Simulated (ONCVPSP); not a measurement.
**An all-electron radial function and its pseudo partner (H (Z = 1))**

Columns: radius, all-electron u(r) and pseudo u(r) of the 1s shell (level -6.33 eV) of hydrogen in the configuration 1s1; PBEsol, scalar-relativistic, ONCV scheme, ONCVPSP 4.0.1.

| r (bohr) | all-electron | pseudo |
| --- | --- | --- |
| 0.068 | 0.1194 | 0.0914 |
| 0.135 | 0.2217 | 0.1799 |
| 0.202 | 0.3100 | 0.2651 |
| 0.270 | 0.3870 | 0.3464 |
| 0.338 | 0.4526 | 0.4207 |
| 0.405 | 0.5072 | 0.4856 |
| 0.473 | 0.5535 | 0.5427 |
| 0.540 | 0.5913 | 0.5901 |
| 0.608 | 0.6225 | 0.6297 |
| 0.675 | 0.6470 | 0.6606 |
| 0.742 | 0.6661 | 0.6837 |
| 0.810 | 0.6805 | 0.6992 |
| 0.878 | 0.6905 | 0.7076 |
| 0.945 | 0.6967 | 0.7101 |
| 1.013 | 0.6996 | 0.7083 |
| 1.080 | 0.6995 | 0.7041 |
| 1.148 | 0.6969 | 0.6987 |
| 1.215 | 0.6922 | 0.6926 |
| 1.283 | 0.6854 | 0.6855 |
| 1.350 | 0.6772 | 0.6772 |
| 1.418 | 0.6673 | 0.6673 |
| 1.485 | 0.6565 | 0.6565 |
| 1.553 | 0.6444 | 0.6444 |
| 1.620 | 0.6317 | 0.6317 |
| 1.688 | 0.6181 | 0.6181 |
| 1.755 | 0.6041 | 0.6041 |

Question: How many radial nodes do the two functions have?

Answer: The all-electron 1s function has n − l − 1 = 0; the pseudo-wave has 0.

Question: At about which radius was the pseudo-wave matched?

Answer: 1.35 bohr. The columns agree to 0.0005 from 1.22 bohr on; several derivatives are matched, so the curves merge somewhat inside the radius.

Question: Is the pseudo-wave norm-conserving?

Answer: Yes: the ONCV scheme keeps the norm inside the radius equal to the all-electron one, which fixes the energy derivative of the logarithmic derivative at the level.
